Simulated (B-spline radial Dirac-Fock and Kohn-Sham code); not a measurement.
**Dipole and non-dipole photoemission parameters of Bi⁴⁺ 3d3/2**

System: bismuth as Bi⁴⁺ in the configuration [Xe] 4f14 5d10 6s1; threshold 2741.3 eV (orbital energy of the model). Model: Dirac-Hartree-Slater photoionisation with a Latter tail; cross sections with all multipoles, angular parameters from the dipole term and its interference with E2. Program: a B-spline atomic structure program.

Input file task.json (cfg lists n, l and occupation; rrms is the nuclear radius in fm):

```json
{"items": [{
  "Z": 83,
  "q": 4,
  "cfg": [[1, 0, 2], [2, 0, 2], [2, 1, 6], [3, 0, 2], [3, 1, 6], [3, 2, 10], [4, 0, 2], [4, 1, 6], [4, 2, 10], [4, 3, 14], [5, 0, 2], [5, 1, 6], [5, 2, 10], [6, 0, 1]],
  "A": 209,
  "rrms": 5.5211,
  "do": "xps",
  "hv": [56.9, 124.0, 139.0, 153.0, 177.0, 200, 207.0, 285.0, 303.0, 525.0, 707.0, 800, 813.0, 817.0, 898.0, 1280.0, 1486.9, 1740.0, 2000, 2180.0, 2760.0, 2984.4, 5414.7, 8047.8, 10500.0, 11700.0, 13300.0, 14000.0, 15000]
}]}
```

Command: `python xray2_run.py task.json out`

```
hν (eV)  σ (kb)      β       γ       δ
   2760     261  0.616  -0.014   0.002
 2984.4     218  0.458  -0.167  -0.029
 5414.7       ?      ?       ?       ?
 8047.8    12.4  1.301   0.850   0.130
  10500    5.27  1.272   1.314   0.165
  11700    3.68  1.249   1.505   0.181
  13300    2.39  1.217   1.730   0.203
  14000    2.01  1.202   1.818   0.212
  15000    1.58  1.181   1.935   0.226
```

Q: Give the values at Cr Kα (5414.7 eV).

A: σ = 41.9 kb, β = 1.237, γ = 0.190, δ = 0.084.

Values without a named source are computed, but for edge energies of neutral atoms, which are taken from tables.
